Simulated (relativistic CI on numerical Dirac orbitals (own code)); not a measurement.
Fe2+ in a cubic cluster: 3s photoemission with charge transfer

Computed with a charge-transfer multiplet model of a cubic metal-ligand cluster with up to 3 ligand holes, Slater and spin-orbit integrals from Dirac-Coulomb-Breit ions, Slater integrals scaled by 0.8. The ground state mixes d6 with configurations of k ligand holes L, whose averages lie at kΔ + k(k − 1)U_dd/2; a core hole lowers each added d electron by U_cd. 300 K, Lorentzian 1.4 eV and Gaussian 0.8 eV FWHM.

Atomic integrals in eV (Slater integrals scaled, ζ unscaled), ground: F2dd 8.723, F4dd 5.416, zeta_d 0.049; with the core hole: F2dd 9.668, F4dd 6.046, zeta_d 0.058, G2cd 9.843.

Cluster parameters (eV): U_dd = 6.6, U_cd = 7.5, 10Dq = 1.45, 10Dq(ligand) = 1.3, V(eg) = 2, V(t2g) = -0.95, final-state hopping factor = 1.

| Case | n_d | d6 | d7L | d8L2 | d9L3 | S |
| --- | --- | --- | --- | --- | --- | --- |
| Δ = 2.9 eV | 6.50 | 0.55 | 0.41 | 0.04 | 0.00 | 0.02 |
| Δ = 4.9 eV | 6.33 | 0.69 | 0.29 | 0.02 | 0.00 | 0.03 |
| Δ = 5.9 eV | 6.27 | 0.74 | 0.24 | 0.01 | 0.00 | 0.04 |
| Δ = 7.9 eV | 6.16 | 0.84 | 0.15 | 0.01 | 0.00 | 0.82 |
| Δ = 8.9 eV | 6.08 | 0.92 | 0.08 | 0.00 | 0.00 | 1.89 |

Weights, n_d and S are thermal averages at 300 K. Binding energies count from the first peak over 30 % of the highest in each spectrum, which can be another peak from case to case. The parameters are a model scan and need not match a compound or its usual spin state. Peaks in eV (height, largest 100):
- Δ = 2.9 eV: 0.0 (100), 5.2 (39), 8.9 (26), 11.3 (16), 14.0 (10)
- Δ = 4.9 eV: 0.0 (100), 5.6 (39), 7.3 (21), 9.2 (27)
- Δ = 5.9 eV: 0.0 (100), 5.7 (39), 7.7 (23), 9.2 (20)
- Δ = 7.9 eV: 0.0 (100), 5.9 (40)
- Δ = 8.9 eV: 0.0 (100), 9.3 (53), 13.9 (9), 14.9 (9)

For the case Δ = 5.9 eV, Δ = 5.9 eV is smaller than U_dd = 6.6 eV, the charge-transfer side of the Zaanen-Sawatzky-Allen scheme. With the core hole the configuration with one ligand hole lies at Δ − U_cd = -4.6, -2.6, -1.6, 0.4, 1.4 eV from the one without, in the order of the table; where this is negative the screened configuration lies lower, though the effective hopping of about 3.8 eV (from the holes of the mixed ground state) mixes the two strongly wherever it is as large as the gap. The thermal average of S changes within this range, from 0.0 to 1.9; a value between half-integers is an average over states of different spin.

Without intra-shell correlation the exchange splitting of the 3s hole comes out too large.
